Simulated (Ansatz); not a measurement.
Mulliken charges of `BCCCl` from ωB97M-V/def2-TZVPP in Ansatz (PBE0-D4/def2-TZVP geometry).

| atom | x (Å) | y (Å) | z (Å) | charge (e) |
| --- | --- | --- | --- | --- |
| B1 | -1.203 | 0.752 | -0.289 | -0.171 |
| C2 | -0.307 | -0.506 | -0.116 | -0.193 |
| C3 | 1.098 | -0.277 | 0.390 | -0.162 |
| Cl4 | 2.050 | 0.651 | -0.808 | -0.135 |
| H5 | -2.231 | 0.675 | -0.898 | 0.078 |
| H6 | -0.919 | 1.788 | 0.241 | 0.081 |
| H7 | -0.300 | -1.134 | -1.014 | 0.121 |
| H8 | -0.857 | -1.110 | 0.631 | 0.097 |
| H9 | 1.104 | 0.313 | 1.306 | 0.138 |
| H10 | 1.647 | -1.203 | 0.559 | 0.146 |

Question: By hand: the dipole of these point charges (1 e Å = 4.8032 D).

Answer: Σ q r = (-0.165, -0.254, 0.268) e Å, of length 0.404 e Å = 1.94 D.

Question: How does the dipole of the full density compare? (Estimate.)

Answer: Computed: (-0.192, -0.314, 0.268) e Å, 2.19 D; the point charges give 0.89 times that, at 6° from its direction.

Point charges leave out the atoms' own dipoles, such as those of lone pairs, and Mulliken's split depends on the basis, so the close match here is no proof of good charges.
